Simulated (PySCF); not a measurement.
SMILES C[SiH2][O][Ge]([CH3])([CH3])[CH3] (C₄H₁₄GeOSi) at its GFN2-xTB optimised geometry (Å):

```
21

Si     0.6529     0.9124     0.0000
C      2.5464     0.9124     0.0000
O      0.1907     0.1695     1.3548
Ge    -1.1953    -0.5211     2.2209
C     -0.5966    -0.5159     4.1142
C     -1.4332    -2.3434     1.4623
C     -2.7379     0.6810     1.8609
H      0.1224     2.2836     0.0000
H      0.1320     0.1981    -1.1764
H      2.9478     1.4191     0.8724
H      2.9186     1.4246    -0.8813
H      2.9494    -0.0960    -0.0077
H      0.3196    -1.0896     4.2202
H     -0.4039     0.5001     4.4460
H     -1.3554    -0.9523     4.7574
H     -1.6618    -2.2836     0.4022
H     -2.2455    -2.8620     1.9629
H     -0.5236    -2.9240     1.5848
H     -2.9494     0.7123     0.7960
H     -3.6247     0.3320     2.3809
H     -2.5155     1.6900     2.1952
```

Method: CAM-B3LYP/def2-SVP (PySCF 2.14.0). Cells within 0.4 Å of a nucleus heavier than hydrogen are left out (blank, or x).

Map of the deformation density (molecule minus spherical neutral atoms) (e/bohr³) on the plane z = 0.0 Å:

```
|11111111111111111111111111111|
|11111111111111111111111111111|
|11111111111111111111111111111|
|11111111111111111111111111111|
|11111111111111111111111111111|
|11111111111111111111111111111|
|11111111111111111111111111111|
|11111111111111332111111111111|
|11111111111112784110000111111|
|11111111111112673111001111111|
|11111111111111221123112111111|
|111111111111000xx1467xx101111|
|111111111111000xx1467xx101111|
|11111111111100000013369411111|
|11111111111110100001159411111|
|11111111111111100000111001111|
|11111111111111111111110011111|
|11111111111111111111111111111|
|11111111111111111111111111111|
|11111111101111111111111111111|
|11111111000111111111111111111|
|11111111000111111111111111111|
|11111111111111111111111111111|
|11111111111111111111111111111|
|11111111111111111111111111111|
|11111111111111111111111111111|
|11111111111111111111111111111|
|11111111111111111111111111111|
|11111111111111111111111111111|
```
Scale: ten equal steps from -0.016 (start of '0') to 0.088 (end of '9'), in the order '0123456789'; x runs from -5.00 to 5.00, y from -5.00 (bottom) to 5.00 (top).
